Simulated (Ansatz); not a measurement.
The pair A = GaH3 (SMILES [GaH3]) (first 4 atoms), B = H2S (SMILES S); geometry from B3LYP-D3(BJ)/def2-TZVP.
(charge 0, multiplicity 1):
```json
[
 {"atom": "Ga", "x (Å)": "0.5276", "y (Å)": "-0.0695", "z (Å)": "0.5202"},
 {"atom": "H", "x (Å)": "-0.3462", "y (Å)": "1.1132", "z (Å)": "-0.0427"},
 {"atom": "H", "x (Å)": "0.2736", "y (Å)": "-1.5335", "z (Å)": "-0.0007"},
 {"atom": "H", "x (Å)": "1.8912", "y (Å)": "0.2612", "z (Å)": "1.2378"},
 {"atom": "S", "x (Å)": "-0.9274", "y (Å)": "-0.3762", "z (Å)": "2.7290"},
 {"atom": "H", "x (Å)": "-0.5107", "y (Å)": "0.7317", "z (Å)": "3.3658"},
 {"atom": "H", "x (Å)": "-0.0674", "y (Å)": "-1.1649", "z (Å)": "3.3960"}
]
```

Frozen-core correlation. Filled d and f shells under p-block atoms count as core. MP2 and its Hartree–Fock in def2-QZVPPD are density fitted.

Run with Ansatz (a program for electronic structure). 

The counterpoise-corrected interaction energy is E(AB) − E(A in the pair's basis) − E(B in the pair's basis). Total energies (hartree):

| level | AB | A in the pair's basis | B in the pair's basis |
|---|---|---|---|
| HF/def2-TZVPPD | -2323.6812479 | -1924.9620467 | -398.7085706 |
| MP2/def2-TZVPPD | -2323.9747231 | -1925.0553767 | -398.9017554 |
| HF/def2-QZVPPD | -2323.7326195 | -1925.0024988 | -398.7195085 |
| MP2/def2-QZVPPD | -2324.0464581 | -1925.1008363 | -398.9273469 |
| CCSD(T)/def2-TZVPPD | -2324.0306296 | -1925.0794488 | -398.9342899 |

Q: Work out the counterpoise-corrected interaction energy at the basis-set limit: extrapolate the MP2 correlation part as X⁻³, take Hartree–Fock from the larger set, and add the CCSD(T) − MP2 difference of def2-TZVPPD.

A: 
1. Differences (1 hartree = 627.509 kcal/mol): HF/def2-TZVPPD -6.671; MP2/def2-TZVPPD -11.039; HF/def2-QZVPPD -6.659; MP2/def2-QZVPPD -11.468; CCSD(T)/def2-TZVPPD -10.599.
2. Correlation parts, MP2 less HF: -4.368 in def2-TZVPPD (X = 3), -4.808 in def2-QZVPPD (X = 4).
3. Limit (4³·(-4.808) − 3³·(-4.368))/(4³ − 3³) = -5.130; with HF/def2-QZVPPD it gives -11.789.
4. CCSD(T) less MP2 in def2-TZVPPD: 0.439.
Result: -11.35 kcal/mol, against -11.04 at MP2/def2-TZVPPD. It is an estimate of this method's limit, not of the exact value.
